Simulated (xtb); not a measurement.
BrSi, SMILES [Si]Br (connectivity only; charge and spin as stated), charge +1, multiplicity 1. All values are semi-empirical tight-binding results from xtb (GFN2-xTB unless named), good for trends rather than for accurate numbers. Geometry optimised at GFN2-xTB. The spin state was assumed, not searched.

Optimised geometry:

```xyz
2

Si     0.0000     0.0000    -1.5294
Br     0.0000     0.0000     0.6118
```
Charge +1, spin multiplicity 1.

```json
{
  "point_group_as_xtb_finds_it": "C∞v",
  "orbital_gap": "3.22 eV",
  "static polarisability (D4 model)": "52.6 bohr³",
  "solvation energy, GFN2-xTB/ALPB(water)": "-46.8 kcal/mol",
  "solvation energy, GFN2-xTB/ALPB(octanol)": "-47.1 kcal/mol"
}
```

**Question.** Give the atomic charges and the Wiberg bond orders between heavy atoms. (Estimate from the structure and the level; the computed values follow.)

**Answer.** charges (e) Si1 0.74, Br2 0.26. Bond orders Si1–Br2 2.04.
